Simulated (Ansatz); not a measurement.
Molecule: sum formula TaOCl2, charge 1, multiplicity 1. 
Structure (B3LYP-D3(BJ)/def2-TZVP (Ansatz, a quantum-chemistry and plane-wave program) minimum search):
```xyz
4

Ta    -0.2628    -0.0417     0.2319
O     -1.1273    -1.2634    -0.5513
Cl    -0.1395     1.6327    -1.2423
Cl     1.7984    -0.8593     0.5061
```
Charge +1, spin multiplicity 1.

Total electronic energies in hartree. Correlated levels leave the core frozen unless marked. Spin-orbit coupling is left out. The frozen core is the preceding noble-gas configuration, with the filled d and f shells of earlier blocks. Past Kr the def2 sets carry scalar-relativistic core potentials. Basis-set limits of correlation are two-point, X^-3; Hartree-Fock from the larger set. [CCSD(T)-MP2]/basis is that difference in the basis named.

| level | program | energy (Eh) |
|---|---|---|
| RI-HF/def2-TZVPPD | Ansatz | -1050.17629 |
| BLYP-D4/def2-TZVPD | Ansatz + dftd4 | -1052.56756 |
| revPBE/def2-TZVPD | Ansatz | [?] |
| B97M-V/def2-TZVPD | Ansatz | -1052.31334 |
| B3LYP-D3(BJ)/def2-TZVPD | Ansatz + dftd3 | -1052.61865 |
| B3LYP/def2-TZVPD | Ansatz | -1052.60998 |
| PBE0-D4/def2-TZVP | Ansatz + dftd4 | -1052.17201 |
| PBE0-D4/def2-TZVPD | Ansatz + dftd4 | -1052.17413 |
| PBE0/def2-TZVP | Ansatz | -1052.16823 |
| BHLYP-D4/def2-TZVPD | Ansatz + dftd4 | -1052.39853 |
| BHLYP/def2-TZVPD | Ansatz | -1052.39131 |
| r2SCANh-D4/def2-TZVPD | Ansatz + dftd4 | -1052.47376 |
| r2SCAN0/def2-TZVPD | Ansatz | -1052.41984 |
| B2GP-PLYP-D3(BJ)/def2-TZVPD | Ansatz + dftd3 | -1051.94147 |
| MP2/def2-SVPD | Ansatz | -1050.40943 |
| RI-MP2/def2-TZVPP | Ansatz | -1050.97198 |
| CCSD/def2-SVPD | Ansatz | -1050.39340 |
| CCSD/def2-TZVPPD | Ansatz | -1050.96602 |
| CCSD/def2-QZVPP | Ansatz | -1051.04780 |
| RI-MP2/CBS(def2-TZVPP,def2-QZVPP)+[CCSD(T)-MP2]/def2-SVP | Ansatz | -1051.1243 |
| RI-MP2/CBS(def2-TZVPP,def2-QZVPP)+[CCSD(T)-MP2]/def2-TZVPP | Ansatz | -1051.1477 |
| CCSD(T)/CBS(def2-TZVPP,def2-QZVPP) | Ansatz | -1051.1465 |
| CCSD(T)/CBS(def2-TZVPPD,def2-QZVPPD) | Ansatz | -1051.1451 |

Task: Some entries are withheld; supply them.

Result: 
- revPBE/def2-TZVPD, energy (Eh): -1052.45398
